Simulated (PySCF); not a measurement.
Re(O)3(OH) (HO4Re), SMILES [OH][Re](=[O])(=[O])=[O], multiplicity 1.

Geometry: PBE0-D3(BJ)/def2-SVP. The geometry has at least one imaginary mode, so it is a saddle point at that level. The multiplicity is an assumed one; no other spin state was optimised. The isomer is the one that the SMILES or the coordinates give; other isomers of the formula were not compared. The def2 effective core potentials stand for the cores of Re; spin–orbit coupling is left out. Other conformers were not sampled.

Method: TDA-PBE/def2-SVPD in PySCF.

Vertical excitations; the highest root listed may be one member of a degenerate set.  State labels are in the subgroup Cs.

Q: Give excitation energies, oscillator strengths and character. (The exact figures need the calculation; the answer reports its results.)

A: 
| state | symmetry | energy (eV) | λ (nm) | f | main pairs |
|---|---|---|---|---|---|
| S1 | A' | 4.86 | 255 | 0.001 | HOMO→LUMO+1, HOMO−1→LUMO, HOMO−2→LUMO+1 (degenerate set) |
| S2 | A" | 4.86 | 255 | 0.001 | HOMO→LUMO, HOMO−1→LUMO+1, HOMO−2→LUMO (degenerate set) |
| S3 | A" | 5.09 | 243 | 0.000 | HOMO−1→LUMO+1 46 %, HOMO−2→LUMO 46 %, HOMO→LUMO+2 8 % |
| S4 | A' | 5.20 | 238 | 0.004 | HOMO−2→LUMO+1 49 %, HOMO−1→LUMO 49 % |
| S5 | A' | 5.33 | 233 | 0.006 | HOMO−1→LUMO+2, HOMO−2→LUMO+1, HOMO−1→LUMO, HOMO→LUMO+1 (degenerate set) |
| S6 | A" | 5.33 | 233 | 0.006 | HOMO−2→LUMO+2, HOMO−2→LUMO, HOMO−1→LUMO+1, HOMO→LUMO (degenerate set) |
| S7 | A" | 5.44 | 228 | 0.000 | HOMO→LUMO+2 92 % |
| S8 | A' | 5.80 | 214 | 0.002 | HOMO−1→LUMO+2, HOMO−3→LUMO (degenerate set) |
| S9 | A" | 5.80 | 214 | 0.002 | HOMO−2→LUMO+2, HOMO−3→LUMO+1 (degenerate set) |
| S10 | A" | 5.86 | 212 | 0.000 | HOMO−4→LUMO 50 %, HOMO−5→LUMO+1 50 % |
| T1 | A' | 4.32 | 287 | 0 | HOMO→LUMO+1 (degenerate set) |
| T2 | A" | 4.32 | 287 | 0 | HOMO→LUMO (degenerate set) |
| T3 | A' | 4.60 | 269 | 0 | HOMO−1→LUMO 49 %, HOMO−2→LUMO+1 49 % |
| T4 | A" | 4.64 | 267 | 0 | HOMO−1→LUMO+1 47 %, HOMO−2→LUMO 46 % |
Triplets are in the Tamm–Dancoff approximation.
